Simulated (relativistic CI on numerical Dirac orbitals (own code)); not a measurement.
## Radial parameters of Eu LV

Calculated at this level of theory: Dirac-Coulomb-Breit CI, orbitals from a KLI potential per configuration, model QED (radiative potential, 1s self-energy scaled to tabulated hydrogen-like ionisation energies), unscaled Slater integrals (own radial code, finite nucleus).

Slater integrals F^k, G^k are unscaled and averaged over j, outside the closed core 1s2; ζ comes from projecting the Hamiltonian with its Breit term on Σ l·s of the shell.

- 2s2.2p5: ζ(2p) = 3.5866e+06 cm⁻¹; <r>(2p) = 0.08114, <r^2>(2p) = 0.008013 (bohr units).
- 2p6.3p: ζ(3p) = 998030 cm⁻¹; <r>(3p) = 0.2112, <r^2>(3p) = 0.05161 (bohr units).
- 2p6.3d: ζ(3d) = 144420 cm⁻¹; <r>(3d) = 0.1844, <r^2>(3d) = 0.03904 (bohr units).

Averages of the first 10 configurations, taken without configuration mixing, which lowers the lowest level and can move excited configurations by several eV; other configurations of the list can lie among them:

```json
{"Configuration": "2s2.2p5", "Parity": "odd", "States": "6", "Average energy above the lowest level (eV)": "223.2"}
{"Configuration": "2s.2p6", "Parity": "even", "States": "2", "Average energy above the lowest level (eV)": "1047.4"}
{"Configuration": "2p6.3s", "Parity": "even", "States": "2", "Average energy above the lowest level (eV)": "8128.7"}
{"Configuration": "2p6.3p", "Parity": "odd", "States": "6", "Average energy above the lowest level (eV)": "8352.5"}
{"Configuration": "2p6.3d", "Parity": "even", "States": "10", "Average energy above the lowest level (eV)": "8562.6"}
{"Configuration": "2s2.2p4.3s", "Parity": "even", "States": "30", "Average energy above the lowest level (eV)": "6491.6"}
{"Configuration": "2s2.2p4.3p", "Parity": "odd", "States": "90", "Average energy above the lowest level (eV)": "6724.2"}
{"Configuration": "2s2.2p4.3d", "Parity": "even", "States": "150", "Average energy above the lowest level (eV)": "6934.7"}
{"Configuration": "2s.2p5.3s", "Parity": "odd", "States": "24", "Average energy above the lowest level (eV)": "7284.6"}
{"Configuration": "2s.2p5.3p", "Parity": "even", "States": "72", "Average energy above the lowest level (eV)": "7512.8"}
```
